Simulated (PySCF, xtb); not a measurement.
Sn(H)2(Cl)(Me) (CH5ClSn), SMILES [CH3][SnH2][Cl].

GFN2-xTB (xtb 6.7.1) at its own geometry gives an orbital gap of 5.15 eV and a dipole moment of 3.03 D.

Geometry: B3LYP-D3(BJ)/def2-SVP. The def2 effective core potentials stand for the cores of Sn; spin–orbit coupling is left out.

Task: What does PBE/def2-TZVPD (PySCF) give? (The exact figures need the calculation; the answer reports its results.)

Result: gap 5.35 eV (levels -7.03 and -1.68 eV), dipole 3.01 D.
